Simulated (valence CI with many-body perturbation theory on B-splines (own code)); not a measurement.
The numbers below are computed, except where a source is named.
Hyperfine factors and g values of Mn12+

Method: configuration interaction combined with many-body perturbation theory (CI+MBPT): three valence electrons over a frozen Dirac-Fock core [Ne], radial functions for each j: 11 s, 11 p, 9 d, 7 f, 5 g, 2 h, 1 i, with the one-electron correlation potential Σ1, the two-electron term Σ2, the three-electron term Σ3, Breit, model QED; selected CI, second order for the rest, scaled by the run's own slope (own B-spline code, finite nucleus).

No measured levels were compared; by estimate levels of excited configurations hold to 0.05 to 0.15 % of their energy, terms of the ground configuration to about 0.5 %.

A/g_I is the dipole constant over the nuclear g factor μ/I (μ in nuclear magnetons, uniformly magnetised nucleus), B/Q the quadrupole constant per barn. Both hold the static response of the core; the bare values leave it out. Large factors of s and p1/2 electrons are usually good to 5 to 10 %; those of open d and f shells near neutrality can be off by tens of per cent, and small factors of p3/2, d and f electrons come from cancelling terms and can be off by a factor of two or in sign, in half-filled shells by more. B is blank for J = 1/2, where it vanishes, and for nearly pure S terms. Energies count from the lowest level.

Names give the largest LS component (configuration and term), which can be under half, so a name can repeat, a term be missing and a line seem to break the LS rules; names also repeat where a configuration has a term twice. Letters in brackets count levels of one name in rising energy.

| Level | E (cm⁻¹) | g | A/g_I (MHz) | A/g_I bare | B/Q (MHz/b) | B/Q bare |
| --- | --- | --- | --- | --- | --- | --- |
| 3s2.3p 2P°_1/2 | 0 | 0.665 | 20400 | 19200 |  |  |
| 3s2.3p 2P°_3/2 | 15314 | 1.333 | 4140 | 4050 | 7210 | 6850 |
| 3s.3p2 4P_1/2 | 208380 | 2.663 | 39300 | 37500 |  |  |
| 3s.3p2 4P_3/2 | 214500 | 1.732 | 17800 | 17000 | 5910 | 5620 |
| 3s.3p2 4P_5/2 | 222420 | 1.594 | 18500 | 17700 | -7230 | -6870 |
| 3s.3p2 2D_3/2 | 276540 | 0.803 | -4210 | -3840 | 9190 | 8750 |
| 3s.3p2 2D_5/2 | 278150 | 1.206 | 18000 | 17000 | 13000 | 12400 |
| 3s.3p2 2S_1/2 | 339250 | 1.778 | 59100 | 55500 |  |  |
| 3s.3p2 2P_1/2 | 360680 | 0.895 | 23300 | 21700 |  |  |
| 3s.3p2 2P_3/2 | 367740 | 1.330 | -3510 | -2960 | -7290 | -6940 |
| 3s2.3d 2D_3/2 | 440710 | 0.799 | 452 | 620 | 1940 | 1950 |
| 3s2.3d 2D_5/2 | 442220 | 1.200 | 2830 | 2850 | 2730 | 2740 |
| 3p3 2D°_3/2 | 534520 | 0.839 | 1590 | 1510 | 1580 | 1530 |
| 3p3 2D°_5/2 | 537290 | 1.199 | 7770 | 7530 | -2130 | -2000 |
| 3p3 4S°_3/2 | 546380 | 1.954 | -1280 | -354 |  |  |
| 3p3 2P°_1/2 | 595900 | 0.665 | 17400 | 16200 |  |  |
| 3s.3p.3d 4F°_3/2 | 596530 | 0.456 | -6870 | -6410 | 3570 | 3460 |
| 3p3 2P°_3/2 | 598370 | 1.286 | 2020 | 2220 | -1710 | -1620 |
| 3s.3p.3d 4F°_5/2 | 599880 | 1.030 | 5280 | 5140 | 3220 | 3140 |
| 3s.3p.3d 4F°_7/2 | 604670 | 1.239 | 8880 | 8550 | 4760 | 4630 |
| 3s.3p.3d 4F°_9/2 | 611310 | 1.333 | 9660 | 9300 | 8680 | 8400 |
| 3s.3p.3d 4P°_5/2 | 642170 | 1.519 | 11100 | 10700 | 3330 | 3280 |
| 3s.3p.3d 4D°_3/2 | 644260 | 1.415 | 7800 | 7670 | 1950 | 1880 |
| 3s.3p.3d 4D°_1/2 | 645680 | 0.368 | -18900 | -17500 |  |  |
| 3s.3p.3d 4D°_7/2 | 653030 | 1.427 | 11800 | 11300 | -5700 | -5340 |
| 3s.3p.3d 4P°_1/2 | 653050 | 2.299 | 35800 | 34000 |  |  |
| 3s.3p.3d 4P°_3/2 | 653510 | 1.504 | 14200 | 13600 | -2520 | -2470 |
| 3s.3p.3d 4D°_5/2 | 653600 | 1.427 | 11900 | 11500 | -4000 | -3840 |
| 3s.3p.3d 2D°_3/2 [a] | 666420 | 0.811 | -8580 | -7910 | -3890 | -3650 |
| 3s.3p.3d 2D°_5/2 [a] | 666860 | 1.218 | 14000 | 13300 | -5290 | -4960 |
| 3s.3p.3d 2F°_5/2 [a] | 693780 | 0.861 | 5640 | 5370 | 7260 | 7040 |
| 3s.3p.3d 2F°_7/2 [a] | 705890 | 1.142 | 776 | 944 | 8560 | 8300 |
| 3s.3p.3d 2P°_3/2 [a] | 752380 | 1.306 | 9750 | 9370 | 1620 | 1600 |
| 3s.3p.3d 2P°_1/2 [a] | 758650 | 0.665 | -16000 | -14900 |  |  |
| 3s.3p.3d 2F°_7/2 [b] | 761030 | 1.143 | 10400 | 9880 | 8460 | 8200 |
| 3s.3p.3d 2F°_5/2 [b] | 763590 | 0.859 | -4890 | -4430 | 7300 | 7080 |
| 3s.3p.3d 2P°_1/2 [b] | 781860 | 0.664 | -114 | 72.7 |  |  |
| 3s.3p.3d 2P°_3/2 [b] | 783030 | 1.129 | 6870 | 6600 | 1270 | 1300 |
| 3s.3p.3d 2D°_3/2 [b] | 785610 | 1.029 | 2770 | 2820 | -4880 | -4630 |
| 3s.3p.3d 2D°_5/2 [b] | 786620 | 1.197 | -2050 | -1640 | -5510 | -5160 |

Take the isotope of mass number 53, with I = 7/2, μ = 5.033 μN and Q = 0.17 b. What is the hyperfine structure of 3s.3p2 4P_1/2?

From the table A = 56500 MHz. Shifts from the centre of gravity in MHz: F = 3: -127000, F = 4: 98900.
